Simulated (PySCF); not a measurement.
Substituent chemical shifts

Parent skeleton `[SiH3:1][N:2]1[CH2:3][CH2:4][CH2:5][CH2:6]1`; one hydrogen on atom 1 is replaced by X. Hydrogens on one atom are averaged.

PySCF 2.14 calculation with coordinates at the PBE0-D3(BJ)/def2-SVP level and GIAO PBE0/pcSseg-1 shieldings; non-relativistic Hamiltonian, no solvent, single conformer, equivalent nuclei averaged.

δ = σ(ref) − σ, references computed at the same level: 29Si and 13C and 1H vs TMS; NH3 for 15N.

Parent (X = H): Si1 -55.5, N2 22.5, C3/C6 51.6, C4/C5 30.6, H(Si1) 4.66, H(C3)/H(C6) 2.95, H(C4)/H(C5) 1.65 ppm. Effects are Δδ = δ(X) − δ(H), positive for deshielding.

Question: Give Δδ (ppm) for X = CHF2, OCHO, BF2.

Answer: 
```csv
X,SMILES,Si1,N2,C3/C6,C4/C5,H(Si1),H(C3)/H(C6),H(C4)/H(C5)
CHF2,FC(F)[SiH2]N1CCCC1,+14.5,+3.7,-0.2,-0.1,-0.01,+0.12,+0.03
OCHO,O=CO[SiH2]N1CCCC1,+25.9,+44.5,-0.7,-3.9,+0.42,+0.07,-0.02
BF2,FB(F)[SiH2]N1CCCC1,-12.4,-4.3,+0.1,-0.1,+0.04,+0.07,+0.00
```

Question: Which position responds most, and to which substituents?

Answer: N2: from -4.3 ppm with BF2 to +44.5 ppm with OCHO.

Experimental scales use liquid or dissolved standards, which lie at an offset from isolated NH3 (liquid NH3: subtract about 20 ppm).
